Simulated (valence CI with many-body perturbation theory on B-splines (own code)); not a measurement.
Re XXXV: E2, M1 decay

Computed by relativistic CI+MBPT: five valence electrons over a frozen Dirac-Fock core [Kr], radial functions for each j: 7 s, 7 p, 8 d, 6 f, 4 g, 1 h, with the one-electron correlation potential Σ1 (screened to all orders), the two-electron term Σ2, the three-electron term Σ3, Breit, model QED; selected single and double excitations, second order for the rest (own B-spline code, finite nucleus).

The last digits are not significant, and no measured levels were compared; by estimate large intervals hold to a few tenths of a per cent, small ones and those within an open d or f shell to about a per cent. Only levels of the ground parity were solved; by the run's estimate the other parity begins above the list, which can be wrong where configurations are misplaced.

Lines 51 to 100 of 120 in falling wavelength, among levels below 668100 cm⁻¹, chosen from the decays that carry over 1 % of a level's rate. Wavelengths and rates use the calculated energies. Electric multipoles are in the length gauge, E1 and E2 with the static RPA response of the core. S is in atomic units (e²a₀⁴ for E2 and M2, e²a₀⁶ for E3), for M1 in squared Bohr magnetons. Weak lines are less certain than strong ones. Lines between different terms over intervals too small for the method are left out, as are lines whose strength nearly cancels.

Levels are named by their leading jj configuration (3d3/2^4 stands for four electrons in 3d with j = 3/2), which in mixed levels can hold well under half, so a name can repeat and another be missing. Letters in brackets count levels of one name in rising energy.

```
λ vac (nm)                        Upper                        Lower  Type   A (s⁻¹)  S (a.u.)
     66.89  (4d3/2^2 4d5/2^3) J=5/2 [a]  (4d3/2^3 4d5/2^2) J=5/2 [a]    M1  1.18e+05  7.83e+00
     66.69  (4d3/2^2 4d5/2^3) J=5/2 [c]  (4d3/2^3 4d5/2^2) J=7/2 [b]    M1  2.56e+04  1.69e+00
     66.51  (4d3/2^2 4d5/2^3) J=1/2 [a]  (4d3/2^3 4d5/2^2) J=3/2 [a]    M1  5.36e+04  1.17e+00
     66.47  (4d3/2^3 4d5/2^2) J=7/2 [a]        (4d3/2^4 4d5/2) J=5/2    M1  2.78e+04  2.42e+00
     65.97     (4d3/2^2 4d5/2^3) J=13/2     (4d3/2^3 4d5/2^2) J=11/2    M1  9.61e+03  1.43e+00
     64.69  (4d3/2^3 4d5/2^2) J=3/2 [a]        (4d3/2^4 4d5/2) J=5/2    M1  6.99e+04  2.81e+00
     63.46  (4d3/2^2 4d5/2^3) J=3/2 [a]  (4d3/2^3 4d5/2^2) J=3/2 [a]    M1  6.09e+04  2.31e+00
     63.26    (4d3/2 4d5/2^4) J=3/2 [a]  (4d3/2^2 4d5/2^3) J=5/2 [b]    M1  2.33e+04  8.75e-01
     62.05  (4d3/2^2 4d5/2^3) J=5/2 [b]  (4d3/2^3 4d5/2^2) J=3/2 [a]    M1  1.01e+04  5.36e-01
     62.01  (4d3/2^2 4d5/2^3) J=7/2 [b]  (4d3/2^3 4d5/2^2) J=5/2 [b]    M1  1.32e+03  9.34e-02
     61.86    (4d3/2 4d5/2^4) J=3/2 [a]  (4d3/2^2 4d5/2^3) J=3/2 [a]    M1  7.41e+04  2.60e+00
     61.80  (4d3/2^2 4d5/2^3) J=5/2 [d]  (4d3/2^2 4d5/2^3) J=7/2 [a]    M1  1.87e+03  9.81e-02
     61.69  (4d3/2^2 4d5/2^3) J=3/2 [b]      (4d3/2^3 4d5/2^2) J=1/2    M1  6.55e+03  2.28e-01
     61.27       (4d3/2 4d5/2^4) J=11/2     (4d3/2^2 4d5/2^3) J=13/2    M1  1.69e+04  1.73e+00
     60.93  (4d3/2^2 4d5/2^3) J=9/2 [b]      (4d3/2^3 4d5/2^2) J=9/2    M1  5.18e+04  4.35e+00
     60.50  (4d3/2^2 4d5/2^3) J=5/2 [b]  (4d3/2^3 4d5/2^2) J=7/2 [a]    M1  2.21e+04  1.09e+00
     60.47  (4d3/2^2 4d5/2^3) J=5/2 [c]  (4d3/2^3 4d5/2^2) J=5/2 [b]    M1  1.70e+03  8.37e-02
     59.53    (4d3/2 4d5/2^4) J=7/2 [a]  (4d3/2^2 4d5/2^3) J=9/2 [a]    M1  5.12e+04  3.21e+00
     59.21    (4d3/2 4d5/2^4) J=3/2 [a]  (4d3/2^2 4d5/2^3) J=1/2 [a]    M1  5.85e+04  1.80e+00
     58.99  (4d3/2^2 4d5/2^3) J=3/2 [b]  (4d3/2^3 4d5/2^2) J=5/2 [b]    M1  1.43e+04  4.36e-01
     58.91  (4d3/2^2 4d5/2^3) J=7/2 [b]      (4d3/2^3 4d5/2^2) J=9/2    M1  1.40e+04  8.49e-01
     58.50      (4d3/2^3 4d5/2^2) J=9/2        (4d3/2^4 4d5/2) J=5/2    E2  1.06e+01  6.48e-03
     58.24    (4d3/2 4d5/2^4) J=5/2 [a]  (4d3/2^2 4d5/2^3) J=5/2 [a]    M1  1.11e+05  4.88e+00
     58.18  (4d3/2^2 4d5/2^3) J=7/2 [c]  (4d3/2^3 4d5/2^2) J=7/2 [b]    M1  1.99e+04  1.16e+00
     57.58  (4d3/2^2 4d5/2^3) J=7/2 [a]  (4d3/2^3 4d5/2^2) J=5/2 [a]    M1  1.59e+04  9.00e-01
     56.59  (4d3/2^2 4d5/2^3) J=9/2 [b]     (4d3/2^3 4d5/2^2) J=11/2    M1  1.75e+04  1.17e+00
     56.56       (4d3/2 4d5/2^4) J=11/2  (4d3/2^2 4d5/2^3) J=9/2 [a]    M1  2.19e+04  1.76e+00
     56.30  (4d3/2^2 4d5/2^3) J=1/2 [b]      (4d3/2^3 4d5/2^2) J=1/2    M1  2.86e+04  3.78e-01
     56.11    (4d3/2 4d5/2^4) J=7/2 [a]  (4d3/2^2 4d5/2^3) J=7/2 [a]    M1  4.46e+04  2.34e+00
     55.72  (4d3/2^3 4d5/2^2) J=5/2 [b]        (4d3/2^4 4d5/2) J=5/2    M1  9.54e+02  3.67e-02
     55.72  (4d3/2^3 4d5/2^2) J=5/2 [b]        (4d3/2^4 4d5/2) J=5/2    E2  6.58e+01  1.89e-02
     55.02       (4d3/2 4d5/2^4) J=11/2     (4d3/2^2 4d5/2^3) J=11/2    M1  7.30e+04  5.41e+00
     54.17  (4d3/2^2 4d5/2^3) J=9/2 [b]  (4d3/2^3 4d5/2^2) J=7/2 [a]    M1  1.53e+04  9.00e-01
     53.77  (4d3/2^2 4d5/2^3) J=5/2 [d]  (4d3/2^2 4d5/2^3) J=5/2 [a]    M1  5.38e+04  1.86e+00
     53.51      (4d3/2^3 4d5/2^2) J=1/2        (4d3/2^4 4d5/2) J=5/2    E2  3.45e+01  2.70e-03
     53.39  (4d3/2^2 4d5/2^3) J=7/2 [c]  (4d3/2^3 4d5/2^2) J=5/2 [b]    M1  1.00e+04  4.53e-01
     52.56  (4d3/2^2 4d5/2^3) J=5/2 [c]  (4d3/2^3 4d5/2^2) J=3/2 [a]    M1  1.48e+04  4.77e-01
     52.56  (4d3/2^2 4d5/2^3) J=7/2 [b]  (4d3/2^3 4d5/2^2) J=7/2 [a]    M1  1.00e+03  4.32e-02
     51.70    (4d3/2 4d5/2^4) J=5/2 [a]  (4d3/2^3 4d5/2^2) J=3/2 [b]    M1  4.41e+03  1.36e-01
     51.45  (4d3/2^2 4d5/2^3) J=5/2 [c]  (4d3/2^3 4d5/2^2) J=7/2 [a]    M1  3.50e+04  1.06e+00
     51.44  (4d3/2^2 4d5/2^3) J=3/2 [b]  (4d3/2^3 4d5/2^2) J=3/2 [a]    M1  1.26e+04  2.55e-01
     51.31  (4d3/2^3 4d5/2^2) J=7/2 [b]        (4d3/2^4 4d5/2) J=5/2    M1  1.83e+03  7.33e-02
     51.22  (4d3/2^2 4d5/2^3) J=3/2 [c]  (4d3/2^3 4d5/2^2) J=3/2 [b]    M1  1.21e+04  2.41e-01
     51.07  (4d3/2^2 4d5/2^3) J=7/2 [c]      (4d3/2^3 4d5/2^2) J=9/2    M1  2.11e+04  8.32e-01
     50.81  (4d3/2^2 4d5/2^3) J=9/2 [c]  (4d3/2^3 4d5/2^2) J=7/2 [b]    M1  2.12e+04  1.03e+00
     50.06  (4d3/2^2 4d5/2^3) J=3/2 [a]  (4d3/2^3 4d5/2^2) J=5/2 [a]    M1  4.32e+04  8.05e-01
     49.41    (4d3/2 4d5/2^4) J=7/2 [a]  (4d3/2^2 4d5/2^3) J=5/2 [a]    M1  6.33e+03  2.27e-01
     48.15  (4d3/2^2 4d5/2^3) J=5/2 [d]  (4d3/2^3 4d5/2^2) J=3/2 [b]    M1  1.53e+04  3.79e-01
     47.64  (4d3/2^2 4d5/2^3) J=1/2 [b]  (4d3/2^3 4d5/2^2) J=3/2 [a]    M1  4.52e+04  3.62e-01
     43.80  (4d3/2^2 4d5/2^3) J=7/2 [b]  (4d3/2^3 4d5/2^2) J=5/2 [a]    M1  3.22e+02  8.04e-03
```
